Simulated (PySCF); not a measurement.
## How methods differ on the excitation energy of Pt

Pt [Xe] 4f14 5d9 6s1 (3D) → Pt [Xe] 4f14 5d9 6p1 (high-spin determinant), as a difference of total energies. All numbers are calculated (PySCF 2.14, scalar relativity by spin-free X2C-1e, in ANO-RCC-VTZP). Correlated levels: valence: [Xe] 4f14 frozen; valence and next inner shell: [Kr] 4d10 4f14 frozen. The calculations carry no spin-orbit coupling.

| method | excitation energy (cm⁻¹) |
| --- | --- |
| UHF | 37694 |
| LDA | 43821 |
| PBE | 42491 |
| PBE0 | 41580 |
| r2SCAN | 42751 |
| MP2 (valence) | 42534 |
| SCS-MP2 (valence) | 42084 |
| MP2 (valence and next inner shell) | 43188 |
| SCS-MP2 (valence and next inner shell) | 42500 |

A first-order spin-orbit estimate (lowest level to lowest level, LS coupling) adds 0.306 eV.

The basis was made for the ground configuration and has no added diffuse functions, so the excitation energy can come out too high.

The determinant of the upper state mixes LS terms, which raises its energy above the lowest term, most at the Hartree-Fock and MP2 levels.
